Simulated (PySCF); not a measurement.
## Radial density of Ca²⁺ (calcium, charge +2)

UHF, [Ar], closed-shell 1S. Calculation: PySCF 2.14, in an even-tempered Gaussian basis (19 s from 0.054 bohr⁻², ratio 2.5; 13 p from 0.071 bohr⁻², ratio 2.5; 5 d from 1.5 bohr⁻², ratio 2.7; 5 f from 2.3 bohr⁻², ratio 2.7); the non-relativistic Hamiltonian (point nucleus).

```tsv
r (bohr)	4πr²ρ (e/bohr)
0.00145	0.1318
0.00243	0.3584
0.00409	0.9490
0.00688	2.402
0.0116	5.635
0.0195	11.65
0.0327	19.52
0.0551	23.45
0.0926	18.90
0.156	18.51
0.262	24.61
0.441	12.64
0.741	6.229
1.25	6.745
2.10	1.242
3.53	0.02026
```
